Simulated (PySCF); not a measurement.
# Predicted spectroscopic data

- B3LYP/pcJ-1 coupling constants (spin–dipole term left out of most H,H and C,H couplings)
- geometry: GFN2-xTB
- shieldings: GIAO PBE0/pcSseg-1
- program: PySCF 2.14.0 with density-fitted response routines
- one conformer, no solvent, one averaged value for each set of equivalent atoms, non-relativistic Hamiltonian

Shifts are taken against calculated references (same method and geometry level): ¹H, ¹³C against TMS. Multiplet labels drop J under 1 Hz and among equivalent protons, and merge close values. Unscaled 3J(H,H) run several per cent high. Splittings of carbon signals by F and P are missing where no couplings were computed. Where no couplings were computed, multiplicities follow the n + 1 count of equivalent neighbours, and m marks all less simple cases (inequivalent or close neighbours, rings, F or P nearby). Shifts are as computed. Against solution values, carbons near 30 ppm lie about +3 ppm off and those near 130 ppm about +5 ppm. Of 1211 compounds with measured shifts, 218 miss one by over three times the rms of a fit or turn the order of signals round; such compounds aren't used in these exercises.

Compound 1 (C7H5FO3). ¹H NMR (400 MHz, computed): δ 10.36 (s, 1H), 8.04 (m, 1H), 2.94 (s, 3H). ¹³C{¹H} NMR (computed): δ 189.6 (CH), 173.6 (C), 156.4 (C), 143.4 (C), 135.5 (CH), 130.2 (C), 19.3 (CH3). Structure: SMILES Cc1oc(C(=O)F)cc1C=O.

Compound 2 (C7H11F). ¹H NMR (400 MHz, computed): δ 5.34 (m, 2H), 1.30 (s, 9H). ¹³C{¹H} NMR (computed): δ 107.3, 81.5, 73.9, 32.5, 28.0. Structure: `CC(C)(C)C#CCF`.

Compound 3 (C5H5N). ¹H NMR (400 MHz, computed): δ 2.65 (s, 3H), 1.42 (s, 2H). ¹³C{¹H} NMR (computed): δ 167.7, 138.6, 72.1, 25.0, 7.5. Structure: SMILES CC#CC1=NC1.
